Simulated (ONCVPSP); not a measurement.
# Before and after: ONCV potential for Si

```json
{
 "Element": "silicon",
 "Generator": "ONCVPSP 4.0.1",
 "Type": "optimised norm-conserving Vanderbilt (ONCV)",
 "Functional": "LDA (Perdew-Wang 92)",
 "Relativity": "scalar-relativistic",
 "Frozen core": "[Ne]",
 "Valence charge": "4",
 "Reference configuration": "3s2 3p1 (charge +1)",
 "Partial waves": "3s: rc 1.70 bohr, ncon 4, nbas 8, qcut 4 1/bohr, 3 projectors, debl 2 Ha; 3p: rc 1.95 bohr, ncon 4, nbas 8, qcut 3.4 1/bohr, 3 projectors, debl 3.8 Ha; d scattering state at 0.21 Ha: rc 1.90 bohr, ncon 4, nbas 7, qcut 5.5 1/bohr, 2 projectors, debl 0.5 Ha",
 "Local potential": "polynomial inside 1.60 bohr (lpopt 5, dvloc0 0 Ha)",
 "Core correction": "none"
}
```

Change: local potential polynomial inside 1.60 bohr (lpopt 5, dvloc0 -2 Ha).

Cutoffs: the cutoffs (Ha) at which the residual kinetic energy of the hardest occupied pseudo-wave falls to 1 and 0.1 mHa per electron; they do not see the model core or the augmentation charge, which bear on the density cutoff. Errors are all-electron minus pseudo energies relative to the spin-unpolarised reference configuration.

Q: How do hardness, ghosts and transferability respond?

A: The potential gets neither clearly harder nor softer (7.9 Ha and 29 Ha → 7.9 Ha and 29 Ha); the errors of the 4 common tests hardly move; the range in which the d phases agree narrows (upper end at the end of the scan → 3.2); neither file shows a bound ghost.

```tsv
quantity	base	changed
cutoff, loose	7.9 Ha	7.9 Ha
cutoff, tight	29 Ha	29 Ha
bound ghosts	none	none
GHOST(+) flags under 300 eV	s at 184.0 eV	s at 168.6 eV
error for 3s2 3p2, meV [ΔE -7.82 eV]	+3.2	+3.2
error for 3s2 3p0, meV [ΔE 16.11 eV]	+14	+14
error for 3s1 3p0, meV [ΔE 50.25 eV]	+177	+177
error for 3s1 3p2, meV [ΔE 7.41 eV]	+5.2	+5.2
s: phases at 1.73 bohr within 0.05 rad from the reference energy up to (Ha; the scan ends near 5)	4.9	4.8
p: phases at 1.98 bohr within 0.05 rad from the reference energy up to (Ha; the scan ends near 5)	to the end of the scan	to the end of the scan
d: phases at 1.93 bohr within 0.05 rad from the reference energy up to (Ha; the scan ends near 5)	to the end of the scan	3.2
```
